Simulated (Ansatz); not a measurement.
C₆H₁₃O₂, charge +1, singlet, geometry from GFN2-xTB. Base run: R2SCAN/3-21G (Ansatz, an electronic-structure program).

Geometry (Å):
```xyz
21

C      3.6098    -0.8601    -0.3358
C      2.6238     0.2813    -0.1212
C      1.1913    -0.1763    -0.3998
C      0.2084     0.9734    -0.1904
O     -1.1315     0.5643    -0.5534
C     -1.9238     0.0143     0.2539
C     -3.2521    -0.3929    -0.2438
O     -1.5667    -0.1717     1.4871
H      3.5656    -1.2197    -1.3605
H      4.6216    -0.5196    -0.1376
H      3.3924    -1.6901     0.3318
H      2.6986     0.6398     0.9067
H      2.8763     1.1089    -0.7850
H      0.9389    -1.0024     0.2686
H      1.1155    -0.5303    -1.4291
H      0.4335     1.7983    -0.8685
H      0.2236     1.3181     0.8459
H     -3.3988    -1.4663    -0.1070
H     -3.3547    -0.1518    -1.2990
H     -4.0412     0.1141     0.3153
H     -2.2301    -0.5776     2.0710
```
Charge +1, spin multiplicity 1.
All else is at Ansatz's defaults.
Base energy -384.32176 Eh.

The base run was repeated with changes; each row names its change, and settings that it needs were set with it.

| change | ΔE vs base (kcal/mol) |
|---|---|
| base | 0.000 |
| lower_state_search = off | 0.000 |
| fitting.mean_field = def2-universal-JKFIT | ? |
| fitting.mean_field = cc-pVTZ-JKFIT | -0.147 |
| final_grid = 6, 12, 29 | ? |
| point_charge = charge:1.0 position_ang:1.0443, 1.4756, 7.1069 | 43.21 |
| point_charge = charge:0.5 position_ang:3.6923, -6.0017, -2.9087 | 18.97 |
| point_charge = charge:-1.0 position_ang:-1.4364, -0.1626, -7.2301 | -42.08 |
| final_grid = 10, 20, 41 | 0.032 |
| accuracy = high | -0.003 |
| nuclear_model = gaussian | 0.022 |

**Question.** Fill in the missing entries.

**Answer.** 
- fitting.mean_field = def2-universal-JKFIT, ΔE vs base (kcal/mol): -0.278
- final_grid = 6, 12, 29, ΔE vs base (kcal/mol): 0.619
